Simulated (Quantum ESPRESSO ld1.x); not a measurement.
The numbers below are computed, except where a source is named.
Excited configurations of Mn15+: one electron is placed in a higher orbital outside [He] 2s2 2p5. The ground configuration is [Ne]. Code: ld1.x of Quantum ESPRESSO 7.5. Model: non-relativistic Kohn-Sham, LDA (Slater exchange, Perdew-Wang correlation), spin-polarised, spherical densities, point nucleus; open shells are filled with parallel spins first. Excitation = E - E(ground); binding = E(ion) - E, where the ion is the core of charge +16; n* = 16/sqrt(2 binding) in atomic units, and the quantum defect is n - n*.

\begin{tabular}{lrrrrr}
outer orbital & excitation (eV) & binding (eV) & n* & quantum defect & <r> (bohr) \\ \hline
3s & 655.09 & 477.71 & 2.700 & 0.300 & 0.6896 \\
4p & 889.89 & 242.91 & 3.787 & 0.213 & 1.290 \\
4d & 905.19 & 227.61 & 3.912 & 0.088 & 1.250 \\
5f & 992.08 & 140.73 & 4.975 & 0.025 & 1.945 \\
6d & 1032.6 & 100.18 & 5.896 & 0.104 & 3.082 \\
7s & 1054.9 & 77.928 & 6.685 & 0.315 & 4.206 \\
7p & 1056.9 & 75.928 & 6.773 & 0.227 & 4.256 \\
\end{tabular}

The Delta-SCF ionisation energy is 1132.8 eV (NIST Atomic Spectra Database: 1134 eV, semi-empirical). Self-interaction in the functional shifts the binding energies and quantum defects, so they are the method's values and not measured ones. Open shells are spherical and high-spin; term and fine-structure splittings are not resolved.
